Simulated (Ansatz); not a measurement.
Start from `[AlH2][SiH2]BC[SiH3]` and change one atom or group to get `BOB[SiH2][AlH2]`.

Ansatz, PBE0-D4/def2-TZVP geometries, multiplicity 1. Each molecule was computed in one conformer, which needn't be the lowest.

| property | `[AlH2][SiH2]BC[SiH3]` |
| --- | --- |
| HOMO energy (PBE/def2-TZVPP) / eV | -6.15 |
| LUMO energy (B3LYP/def2-TZVPP) / eV | -2.56 |
| size of the dipole moment (B3LYP/def2-TZVPP) / D | 0.90 |
| HOMO energy (ωB97M-V/def2-TZVPP) / eV | -9.10 |
| HOMO energy (PBE0/def2-TZVPP) / eV | -7.15 |
| size of the dipole moment (PBE/def2-TZVPP) / D | 0.95 |

**Question.** What does the change do to each property? (Best estimate.)

**Answer.** The calculation gave: 
```
                                        property  `BOB[SiH2][AlH2]`  shift
               HOMO energy (PBE/def2-TZVPP) / eV              -6.24  -0.09
             LUMO energy (B3LYP/def2-TZVPP) / eV              -2.45   0.11
size of the dipole moment (B3LYP/def2-TZVPP) / D               0.08  -0.82
           HOMO energy (ωB97M-V/def2-TZVPP) / eV              -9.20  -0.10
              HOMO energy (PBE0/def2-TZVPP) / eV              -7.25  -0.10
  size of the dipole moment (PBE/def2-TZVPP) / D               0.06  -0.89
```

With PBE0 the HOMO falls by 0.10 eV and the LUMO rises by 0.13 eV, so the gap widens by about 0.23 eV. PBE moves the HOMO by -0.09 eV and ωB97M-V by -0.10 eV. Dipoles are sizes alone; their direction can turn.

B3LYP here is the variant with VWN-RPA as its local correlation; programs differ in this.
